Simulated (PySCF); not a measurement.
Te(F)(OSiH3) (FH3OSiTe), SMILES [Te](F)O[SiH3]. Atoms are numbered in the order given.

```xyz
7

Te    -0.2218     0.5519     0.5806
F     -1.9778    -0.2133     0.1443
O      0.9181    -0.9614    -0.0718
Si     1.2727    -1.1118    -1.7353
H      0.0132    -1.2531    -2.5425
H      2.1098    -2.3518    -1.8498
H      2.0473     0.0816    -2.2271
```

The structure is a stationary point at PBE-D3(BJ)/def2-SVP. The def2 effective core potentials stand for the cores of Te; spin–orbit coupling is left out. One conformer was computed; it need not be the lowest.

Level of theory: PBE-D3(BJ)/def2-SVP run with PySCF 2.14.0.

Frequencies are harmonic and unscaled.

Task: Estimate the vibrational spectrum. (An estimate is asked for; the answer gives what the named calculation found.)

Result: 
```json
[
 {"mode": "1", "ν (cm⁻¹)": "53", "IR (km/mol)": "1.3", "Raman (Å⁴/amu)": "0.3", "depolarisation": "0.61", "moving atoms (share of kinetic energy)": "H 54 %, F 25 %, Si 8 %"},
 {"mode": "2", "ν (cm⁻¹)": "75", "IR (km/mol)": "2.3", "Raman (Å⁴/amu)": "0.2", "depolarisation": "0.49", "moving atoms (share of kinetic energy)": "H 42 %, F 35 %, Si 14 %, O 8 %"},
 {"mode": "3", "ν (cm⁻¹)": "134", "IR (km/mol)": "1.0", "Raman (Å⁴/amu)": "0.3", "depolarisation": "0.14", "moving atoms (share of kinetic energy)": "Si 40 %, O 27 %, H 18 %, Te 15 %"},
 {"mode": "4", "ν (cm⁻¹)": "200", "IR (km/mol)": "6.1", "Raman (Å⁴/amu)": "2.1", "depolarisation": "0.74", "moving atoms (share of kinetic energy)": "O 50 %, F 33 %, Te 10 %"},
 {"mode": "5", "ν (cm⁻¹)": "495", "IR (km/mol)": "15.1", "Raman (Å⁴/amu)": "27.2", "depolarisation": "0.32", "moving atoms (share of kinetic energy)": "O 57 %, Si 15 %, H 14 %, Te 14 %"},
 {"mode": "6", "ν (cm⁻¹)": "592", "IR (km/mol)": "47.3", "Raman (Å⁴/amu)": "8.1", "depolarisation": "0.28", "moving atoms (share of kinetic energy)": "F 86 %, Te 13 %"},
 {"mode": "7", "ν (cm⁻¹)": "675", "IR (km/mol)": "38.0", "Raman (Å⁴/amu)": "14.8", "depolarisation": "0.74", "moving atoms (share of kinetic energy)": "H 83 %, Si 9 %, O 8 %"},
 {"mode": "8", "ν (cm⁻¹)": "691", "IR (km/mol)": "41.5", "Raman (Å⁴/amu)": "12.9", "depolarisation": "0.16", "moving atoms (share of kinetic energy)": "H 76 %, O 14 %, Si 10 %"},
 {"mode": "9", "ν (cm⁻¹)": "838", "IR (km/mol)": "314.9", "Raman (Å⁴/amu)": "2.5", "depolarisation": "0.60", "moving atoms (share of kinetic energy)": "O 73 %, Si 26 %"},
 {"mode": "10", "ν (cm⁻¹)": "899", "IR (km/mol)": "64.2", "Raman (Å⁴/amu)": "27.4", "depolarisation": "0.75", "moving atoms (share of kinetic energy)": "H 96 %"},
 {"mode": "11", "ν (cm⁻¹)": "910", "IR (km/mol)": "93.2", "Raman (Å⁴/amu)": "19.3", "depolarisation": "0.72", "moving atoms (share of kinetic energy)": "H 96 %"},
 {"mode": "12", "ν (cm⁻¹)": "942", "IR (km/mol)": "191.5", "Raman (Å⁴/amu)": "18.0", "depolarisation": "0.75", "moving atoms (share of kinetic energy)": "H 93 %"},
 {"mode": "13", "ν (cm⁻¹)": "2159", "IR (km/mol)": "87.0", "Raman (Å⁴/amu)": "162.1", "depolarisation": "0.10", "moving atoms (share of kinetic energy)": "H 98 %"},
 {"mode": "14", "ν (cm⁻¹)": "2177", "IR (km/mol)": "93.8", "Raman (Å⁴/amu)": "106.6", "depolarisation": "0.23", "moving atoms (share of kinetic energy)": "H 97 %"},
 {"mode": "15", "ν (cm⁻¹)": "2192", "IR (km/mol)": "112.2", "Raman (Å⁴/amu)": "212.3", "depolarisation": "0.38", "moving atoms (share of kinetic energy)": "H 96 %"}
]
```
